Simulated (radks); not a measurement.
Task: Method: non-relativistic Kohn-Sham, LDA (Slater exchange, Perdew-Wang correlation), spin-unpolarised, spherical densities, point nucleus; computed with a radial shooting solver on a logarithmic mesh with Libxc functionals. Response by self-consistent Sternheimer equations with the Hartree and adiabatic LDA kernel. Rank Xe2+, Xe5+, Xe4+, Xe3+, Xe6+, Xe+, Xe (NIST ground configurations) by static dipole polarisability, largest first.

Result: Xe 28.79, Xe+ 18.59, Xe2+ 13.28, Xe3+ 10.04, Xe4+ 7.877, Xe5+ 6.368, Xe6+ 5.293 bohr^3.
